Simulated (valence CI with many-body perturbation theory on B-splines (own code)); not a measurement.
## E1 line list for Ne4+

Level of theory: relativistic CI+MBPT: four valence electrons over a frozen Dirac-Fock core [He], a basis of 11 s, 11 p, 10 d, 8 f, 5 g, 2 h functions for each j, with the one-electron correlation potential Σ1, the two-electron term Σ2, the three-electron term Σ3, Breit, model QED; selected CI, second order for the rest, scaled by the run's own slope (own B-spline code, finite nucleus).

Set against measurement, 36 paired levels are off by 134 cm⁻¹ on average, the worst by 368. These come from a selection out of NIST levels in Podobedova, Fuhr, Reader and Wiese, J. Phys. Chem. Ref. Data 33, 525 (2004). Levels without a partner in it may be off by more. Among the levels kept, up to 1600 cm⁻¹ of a level comes from second order outside the variational space, and about a tenth of that is noise between levels of different J, which matters for small intervals. 6 measured levels below the end of the list, from 690000 cm⁻¹ on, found no clear computed partner, and computed levels of the same name lie up to 10356 cm⁻¹ from them.

Lines 101 to 150 of 456 in falling wavelength, among levels below 905270 cm⁻¹, chosen from the strongest by gf and those to the six lowest levels. Wavelengths and rates use the calculated energies, so an error of 100 cm⁻¹ moves a line at 2167 Å by 0.22 % and its rate by three times that or more. Electric multipoles are in the length gauge, E1 and E2 with the static RPA response of the core. Weak lines are less certain than strong ones. Lines between different terms over intervals too small for the method are left out, as are lines whose strength nearly cancels. Where a level lies close to another of its J and parity, the split of strength between their lines is uncertain. The highest levels of a list are the least certain.

Names give the largest LS component (configuration and term), which can be under half, so a name can repeat, a term be missing and a line seem to break the LS rules; names also repeat where a configuration has a term twice. Letters in brackets count levels of one name in rising energy.

| λ vac (Å) | Upper | Lower | A (s⁻¹) | S (a.u.) with core polarisation | S without |
| --- | --- | --- | --- | --- | --- |
| 2167 | 2s 2p2 3d 3F_3 [b] | 2s 2p2 3p 3F°_3 | 6.62e+07 | 2.32e+00 | 2.32e+00 |
| 2164 | 2s 2p2 3p 3F°_4 | 2s 2p2 3s 3D_3 | 2.60e+08 | 1.17e+01 | 1.17e+01 |
| 2162 | 2s 2p2 3d 3F_2 [b] | 2s 2p2 3p 3F°_2 | 6.89e+07 | 1.72e+00 | 1.72e+00 |
| 2157 | 2s 2p2 3d 5F_4 | 2s 2p2 3p 5D°_4 | 3.94e+07 | 1.76e+00 | 1.76e+00 |
| 2148 | 2s 2p2 3d 5F_3 | 2s 2p2 3p 5D°_3 | 7.50e+07 | 2.57e+00 | 2.57e+00 |
| 2147 | 2s 2p2 3d 3D_3 [b] | 2s 2p2 3p 3D°_3 [b] | 1.03e+08 | 3.51e+00 | 3.51e+00 |
| 2147 | 2s 2p2 3d 3D_2 [b] | 2s 2p2 3p 3D°_2 [b] | 8.28e+07 | 2.02e+00 | 2.02e+00 |
| 2143 | 2s2 2p 3d 1F°_3 | 2s2 2p 3p 1D_2 | 2.92e+08 | 9.93e+00 | 9.93e+00 |
| 2142 | 2s 2p2 3d 5F_5 | 2s 2p2 3p 5D°_4 | 2.69e+08 | 1.43e+01 | 1.43e+01 |
| 2140 | 2s 2p2 3d 5F_2 | 2s 2p2 3p 5D°_2 | 1.04e+08 | 2.53e+00 | 2.53e+00 |
| 2136 | 2s 2p2 3d 5F_4 | 2s 2p2 3p 5D°_3 | 2.31e+08 | 9.98e+00 | 9.98e+00 |
| 2135 | 2s 2p2 3d 5F_1 | 2s 2p2 3p 5D°_1 | 1.25e+08 | 1.81e+00 | 1.81e+00 |
| 2131 | 2s 2p2 3d 5F_3 | 2s 2p2 3p 5D°_2 | 1.93e+08 | 6.46e+00 | 6.46e+00 |
| 2129 | 2s 2p2 3d 5F_1 | 2s 2p2 3p 5D°_0 | 1.30e+08 | 1.86e+00 | 1.86e+00 |
| 2129 | 2s 2p2 3d 5F_2 | 2s 2p2 3p 5D°_1 | 1.58e+08 | 3.77e+00 | 3.77e+00 |
| 2116 | 2s2 2p 3d 3D°_3 | 2s2 2p 3p 3P_2 | 1.92e+08 | 6.30e+00 | 6.30e+00 |
| 2111 | 2s 2p2 3d 1F_3 | 2s 2p2 3p 1F°_3 | 8.97e+07 | 2.92e+00 | 2.91e+00 |
| 2109 | 2s2 2p 3d 3D°_2 | 2s2 2p 3p 3P_1 | 1.53e+08 | 3.55e+00 | 3.55e+00 |
| 2102 | 2s2 2p 3d 3D°_1 | 2s2 2p 3p 3P_0 | 1.21e+08 | 1.66e+00 | 1.66e+00 |
| 2101 | 2s 2p2 3p 3P°_2 [d] | 2s 2p2 3s 3P_2 [b] | 1.23e+08 | 2.81e+00 | 2.81e+00 |
| 2089 | 2s 2p2 3d 3F_2 [a] | 2s 2p2 3p 3D°_1 [a] | 2.71e+08 | 6.09e+00 | 6.09e+00 |
| 2089 | 2s 2p2 3d 3F_4 [a] | 2s 2p2 3p 3D°_3 [a] | 3.20e+08 | 1.29e+01 | 1.29e+01 |
| 2088 | 2s 2p2 3d 3F_3 [a] | 2s 2p2 3p 3D°_2 [a] | 2.87e+08 | 9.03e+00 | 9.03e+00 |
| 2078 | 2s 2p2 3d 5D_3 | 2s 2p2 3p 5P°_3 | 6.16e+07 | 1.91e+00 | 1.91e+00 |
| 2070 | 2s 2p2 3d 5D_4 | 2s 2p2 3p 5P°_3 | 2.32e+08 | 9.14e+00 | 9.14e+00 |
| 2066 | 2s 2p2 3d 5D_2 | 2s 2p2 3p 5P°_2 | 1.34e+08 | 2.92e+00 | 2.92e+00 |
| 2062 | 2s 2p2 3d 5D_3 | 2s 2p2 3p 5P°_2 | 1.75e+08 | 5.30e+00 | 5.30e+00 |
| 2059 | 2s 2p2 3d 5D_1 | 2s 2p2 3p 5P°_1 | 1.91e+08 | 2.47e+00 | 2.47e+00 |
| 2057 | 2s 2p2 3d 5D_2 | 2s 2p2 3p 5P°_1 | 9.59e+07 | 2.06e+00 | 2.06e+00 |
| 2041 | 2s 2p2 3p 5P°_2 | 2s 2p2 3s 5P_3 | 1.34e+08 | 2.82e+00 | 2.82e+00 |
| 2032 | 2s 2p2 3d 3G_5 | 2s 2p2 3p 3F°_4 | 3.34e+08 | 1.52e+01 | 1.52e+01 |
| 2030 | 2s 2p2 3d 3G_4 | 2s 2p2 3p 3F°_3 | 3.15e+08 | 1.17e+01 | 1.17e+01 |
| 2027 | 2s 2p2 3d 3G_3 | 2s 2p2 3p 3F°_2 | 3.04e+08 | 8.74e+00 | 8.74e+00 |
| 2026 | 2s 2p2 3p 5P°_1 | 2s 2p2 3s 5P_2 | 2.33e+08 | 2.87e+00 | 2.87e+00 |
| 2026 | 2s 2p2 3p 5P°_3 | 2s 2p2 3s 5P_3 | 2.12e+08 | 6.10e+00 | 6.10e+00 |
| 2003 | 2s 2p2 3p 5P°_3 | 2s 2p2 3s 5P_2 | 9.17e+07 | 2.54e+00 | 2.55e+00 |
| 2001 | 2s 2p2 3p 5P°_2 | 2s 2p2 3s 5P_1 | 1.34e+08 | 2.65e+00 | 2.66e+00 |
| 1994 | 2s 2p2 3d 3D_2 [a] | 2s 2p2 3p 3P°_2 [a] | 8.43e+07 | 1.65e+00 | 1.65e+00 |
| 1989 | 2s 2p2 3d 3D_1 [a] | 2s 2p2 3p 3P°_1 [a] | 1.34e+08 | 1.56e+00 | 1.56e+00 |
| 1988 | 2s 2p2 3d 3D_3 [a] | 2s 2p2 3p 3P°_2 [a] | 2.99e+08 | 8.12e+00 | 8.12e+00 |
| 1986 | 2s2 2p 3d 3P°_2 | 2s2 2p 3p 3P_2 | 9.91e+07 | 1.92e+00 | 1.92e+00 |
| 1986 | 2s2 2p 3d 3F°_2 | 2s2 2p 3p 3D_1 | 1.15e+08 | 2.22e+00 | 2.22e+00 |
| 1984 | 2s 2p2 3d 3D_2 [a] | 2s 2p2 3p 3P°_1 [a] | 2.20e+08 | 4.25e+00 | 4.25e+00 |
| 1983 | 2s 2p2 3d 3D_1 [a] | 2s 2p2 3p 3P°_0 [a] | 1.66e+08 | 1.91e+00 | 1.91e+00 |
| 1978 | 2s2 2p 3d 3F°_4 | 2s2 2p 3p 3D_3 | 3.27e+08 | 1.12e+01 | 1.12e+01 |
| 1972 | 2s2 2p 3d 3F°_3 | 2s2 2p 3p 3D_2 | 2.99e+08 | 7.91e+00 | 7.91e+00 |
| 1959 | 2s 2p2 3d 1G_4 | 2s 2p2 3p 1F°_3 | 4.12e+08 | 1.37e+01 | 1.38e+01 |
| 1954 | 2s2 2p 3d 1D°_2 | 2s2 2p 3p 3D_1 | 1.69e+08 | 3.12e+00 | 3.12e+00 |
| 1945 | 2s 2p2 3d 5P_3 | 2s 2p2 3p 5P°_3 | 1.51e+08 | 3.85e+00 | 3.85e+00 |
| 1935 | 2s 2p2 3d 5P_2 | 2s 2p2 3p 5P°_3 | 9.80e+07 | 1.75e+00 | 1.75e+00 |
